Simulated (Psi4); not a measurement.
Pair of molecules, SMILES F with SMILES C#C (the first has 2 atoms); geometry from B3LYP-D3(BJ)/def2-TZVP, rigid monomers moved along the line of their centres of mass till H2···C3 is 3.05 Å.
(charge 0, multiplicity 1):
```xyz
6

F     -0.03246    -0.01162     0.34874
H     -0.01823    -0.00445     1.28329
C      0.26801    -0.52982     4.27759
C     -0.21721     0.56575     4.27661
H      0.69895    -1.50247     4.28650
H     -0.64796     1.53850     4.28378
```

Calculation: SAPT0/jun-cc-pV(D+d)Z (Psi4 1.11).

**Question.** Which attractive term is largest, and how does the interaction split up?

**Answer.** electrostatics -2.19, exchange 0.46, induction -0.41, dispersion -0.30, total -2.44 kcal/mol; the largest attraction is electrostatics.
